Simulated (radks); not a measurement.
The numbers below are computed, except where a source is named.
La XLV, 13 electrons, occupied as [Ne] 3s2 3p1. Code: a radial shooting solver on a logarithmic mesh with Libxc functionals. Model: non-relativistic Kohn-Sham, PBE, spin-polarised, spherical densities, point nucleus; open shells are filled with parallel spins first (spin-orbit coupling, left out, can overturn this in heavy ions); relativity is left out, which matters for an element this heavy.

Normalised radial functions P(r) = r R(r), r in bohr:

```
   r/bohr * 3s up, o 3p down, + 3d up (the largest magnitude, 2.25, reaches the edge; | marks zero, & curves that meet)
 0.002114                             &  *
 0.002365                             &   *
 0.002624                             &   *
 0.002935                             &   *
 0.003283                             &    *
 0.003642                             &    *
 0.004074                             &     *
 0.004557                             +o    *
 0.005056                             +o    *
 0.005656                             +o     *
 0.006275                             +o     *
 0.007019                             +o      *
 0.007851                             +o      *
 0.008711                             + o      *
 0.009744                             + o      *
   0.0109                             +  o     *
  0.01209                             +  o      *
  0.01353                             +   o     *
  0.01513                             +   o     *
  0.01679                             +    o   *
  0.01878                             +     o  *
  0.02083                             |+     o*
   0.0233                             |+     *o
  0.02607                             |+   *   o
  0.02892                             |+ *      o
  0.03235                             |*+         o
  0.03618                            *| +          o
  0.04015                         *   |  +          o
  0.04491                      *      |   +          o
  0.04983                    *        |    +          o
  0.05574                 *           |     +         o
  0.06234               *             |       +       o
  0.06917             *               |         +    o
  0.07737             *               |           + o
  0.08654             *               |          o  +
  0.09603               *             |       o       +
   0.1074                   *         |  o               +
   0.1201                       *   o |                    +
   0.1333                      o      *                      +
   0.1491                o            |     *                  +
   0.1654           o                 |           *             +
   0.1851       o                     |                 *        +
    0.207    o                        |                      *  +
   0.2297  o                          |                        +*
   0.2569   o                         |                      +   *
   0.2873     o                       |                   +     *
   0.3188        o                    |               +      *
   0.3566            o                |            +     *
   0.3989                o            |        +    *
   0.4426                    o        |     +   *
    0.495                       o     |   + *
   0.5493                          o  | + *
   0.6144                           o |+*
   0.6872                            o|&
   0.7625                             &
   0.8529                             &
```

3s up: eigenvalue -3438.6 eV, 2 radial nodes at r = 0.0342, 0.134 bohr, <r> = 0.267 bohr, 90 % of the charge inside 0.385 bohr. 3p down (empty): eigenvalue -3328.2 eV, 1 radial node at r = 0.116 bohr, <r> = 0.253 bohr, 90 % of the charge inside 0.373 bohr. 3d up (empty): eigenvalue -3190.8 eV, 0 radial nodes, <r> = 0.219 bohr, 90 % of the charge inside 0.332 bohr.
